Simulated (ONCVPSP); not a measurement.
# Before and after: ONCV potential for Nb

* Element: Nb (Z = 41)
* Generator: ONCVPSP 4.0.1
* Type: optimised norm-conserving Vanderbilt (ONCV)
* Functional: LDA (Perdew-Wang 92)
* Relativity: scalar-relativistic
* Frozen core: [Ar] 3d10
* Valence charge: 13
* Reference configuration: 4s2 4p6 4d4 5p1
* Partial waves: 4s: rc 1.55 bohr, ncon 5, nbas 8, qcut 6.8 1/bohr, 2 projectors, debl 1.3 Ha; 4p+5p: rc 1.80 bohr, ncon 4, nbas 8, qcut 9.6 1/bohr, 2 projectors; 4d: rc 1.85 bohr, ncon 4, nbas 8, qcut 5.4 1/bohr, 1 projector
* Local potential: polynomial inside 1.20 bohr (lpopt 5, dvloc0 0 Ha)
* Core correction: Teter function, fcfact 4.75, rcfact 1.45

In the s channel the program set the typed energies aside and used -2.194, 0.250 Ha.

All-electron outer shells of the reference configuration (LDA (PZ), scalar-relativistic, ld1.x):

```
shell  level (eV)  outermost node (bohr)  outermost maximum (bohr)
   3d     -197.81                      –                      0.33
   4s      -59.70                   0.53                      1.02
   4p      -35.86                   0.54                      1.12
   4d       -4.34                   0.55                      1.51
   5p       -1.89                   1.62                      4.05
```

Change: all radii but the core radius scaled by about 1.15 (s 1.78, p 2.06, d 2.12 bohr); local potential polynomial inside 1.38 bohr (lpopt 5, dvloc0 0 Ha).

Cutoffs: the cutoffs (Ha) at which the residual kinetic energy of the hardest occupied pseudo-wave falls to 1 and 0.1 mHa per electron; they do not see the model core or the augmentation charge, which bear on the density cutoff. Errors are all-electron minus pseudo energies relative to the spin-unpolarised reference configuration.

Problem. Predict the effect on cutoff, ghosts and configuration errors.

Solution. The potential gets neither clearly harder nor softer (23 Ha and 60 Ha → 23 Ha and 29 Ha); the p channel sets the loose cutoff, while the largest relative change is in s, which becomes softer; of the 4 tests that both files solve, the error grows in 2 and shrinks in 0 by more than 15 % and 0.3 meV (median size 0.6 → 0.6 meV); neither file shows a bound ghost.

| quantity | base | changed |
| --- | --- | --- |
| cutoff, loose | 23 Ha | 23 Ha |
| cutoff, tight | 60 Ha | 29 Ha |
| loose cutoff by channel | s 23 Ha, p 22 Ha, d 15 Ha | s 19 Ha, p 23 Ha, d 13 Ha |
| bound ghosts | none | none |
| GHOST(+) flags under 300 eV | s at 204.3 eV | none |
| error for 4s2 4p6 4d4 5s1 5p0, meV [ΔE -3.05 eV] | +0.4 | +0.4 |
| error for 4s2 4p6 4d4 5p0, meV [ΔE 3.86 eV] | -0.8 | -0.7 |
| error for 4s2 4p6 4d3 5p0, meV [ΔE 18.14 eV] | 0.0 | -0.4 |
| error for 4s1 4p6 4d4 5s1 5p0, meV [ΔE 61.08 eV] | -57 | -124 |
| rms error of d²Exc/dni dnj with the model core, mHa | 0.36 | 0.58 |
